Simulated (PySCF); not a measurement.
ammonia (H3N), singlet, at a GFN2-xTB geometry. Base run: HF/6-31G** (PySCF).

Input for PySCF:
```python
from pyscf import gto, scf

mol = gto.Mole()
mol.atom = '''
    N    -0.000889    0.002201    0.110024
    H     0.015877    0.938466   -0.275490
    H     0.812490   -0.488757   -0.240501
    H    -0.822147   -0.465118   -0.254176
'''
mol.basis = '6-31g**'
mol.charge = 0
mol.spin = 0
mol.verbose = 4
mol.build()

mf = scf.RHF(mol)
mf.kernel()
mo_i, mo_e, stable_i, stable_e = mf.stability(internal=True, external=True, return_status=True, nroots=6, tol=1e-6)
print('internally stable:', stable_i, ' externally stable:', stable_e)
if not stable_e:
    umf = mf.to_uhf() if not hasattr(mf, 'xc') else mf.to_uks()
    umf.scf_summary = {}
    umf.kernel(umf.make_rdm1(mo_e, umf.mo_occ))
```

The bond that is stretched is that between atoms 2 and 1. A test that says stable can miss a lower solution.

Variants of this job, named by their change:

```tsv
change	ΔE vs base (kcal/mol)	<S^2>	E after following the instability (Eh)	<S^2> there	HOMO-LUMO gap (eV)	stability test says
base	0.000	0.000	-	-	17.46	stable
bond × 1.25	24.34	0.000	-	-	16.48	stable
bond × 1.5	62.34	0.000	-56.09725	0.21	14.75	external instability
bond × 1.8	104.3	0.000	-56.06878	0.76	12.36	external instability
bond × 2.2	147.9	0.000	-56.06286	0.95	9.49	external instability
bond × 3.0	201.8	0.000	-56.06245	1.00	5.90	external instability
```

Where a bond breaks into two radicals, a solution with restricted orbitals usually stops being the lowest and lies too high; an unrestricted one lies lower at the price of spin contamination, which <S^2> shows.
